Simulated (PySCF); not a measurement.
Se(iPr)(SH) (C3H8SSe), SMILES CC(C)[Se]S.

Geometry optimised at PBE0-D3(BJ)/def2-SVP. The values are those of a single conformer.

Vertical ionisation energy (IE) and electron affinity (EA) in eV. Rows of orbital energies are one-electron estimates. Where ΔSCF, EOM or ADC give a negative EA the extra electron is unbound and the value depends on the basis.

```csv
level,IE,EA
"−ε(HOMO), −ε(LUMO), PBE0/def2-TZVP (PySCF)",6.60,0.98
"−ε(HOMO), −ε(LUMO), PBE/def2-TZVP (PySCF)",5.45,1.90
```
